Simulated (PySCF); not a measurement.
# Ionisation energy of Sc⁺ by level of theory

Sc⁺ [Ar] 3d1 4s1 (3D) → Sc²⁺ [Ar] 3d1 (2D), as a difference of total energies. Calculation: PySCF 2.14, in jorge-DZP-DKH (8s6p2d1f, 43 functions); the spin-free X2C one-electron Hamiltonian (Gaussian nucleus). Correlated levels: valence: [Ar] frozen. The calculations carry no spin-orbit coupling.

```
           method  ionisation energy (eV)  difference from reference (eV)
              UHF                  12.199                          -0.601
            B3LYP                  13.104                          +0.304
             BP86                  13.118                          +0.318
    MP2 (valence)                  12.252                          -0.548
SCS-MP2 (valence)                  12.217                          -0.583
```

Reference: 12.800 eV (measured; NIST Atomic Spectra Database, ionization energies).

The reference lies between the lowest fine-structure levels, while these numbers refer to the centres of the terms.

Errors of the correlated levels include the incompleteness of this basis and the frozen core.
